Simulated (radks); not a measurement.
The numbers below are computed, except where a source is named.
Q: Valence configurations of neutral niobium (all share [Kr]). Code: a radial shooting solver on a logarithmic mesh with Libxc functionals. Model: Dirac Kohn-Sham, PBE, spin-unpolarised, spherical densities, finite nucleus; open shells are shared between the two j in proportion to 2j + 1; Fermi nuclear charge, rms radius 4.324 fm. Order these by energy: 4d3 5s1 5p1; 4d3.5 5s1 5p0.5; 4d5; 4d3 5p2; 4d2 5s1 5p2; 4d3.5 5s1.5; 4d4 5p1; 4d4 5s1; 4d4.5 5s0.5; 4d3 5s2.

A: From the lowest, in eV above it: 4d3 5s2 0.000; 4d3.5 5s1.5 0.147; 4d4 5s1 0.517; 4d4.5 5s0.5 1.075; 4d3.5 5s1 5p0.5 1.686; 4d5 1.786; 4d3 5s1 5p1 3.305; 4d4 5p1 3.466; 4d3 5p2 6.763; 4d2 5s1 5p2 8.050. NIST lists [Kr] 4d4 5s1 as the ground configuration; this level of theory puts 4d3 5s2 lower, by 0.517 eV. The energies are those of spherical spin-averaged densities, not of single terms.
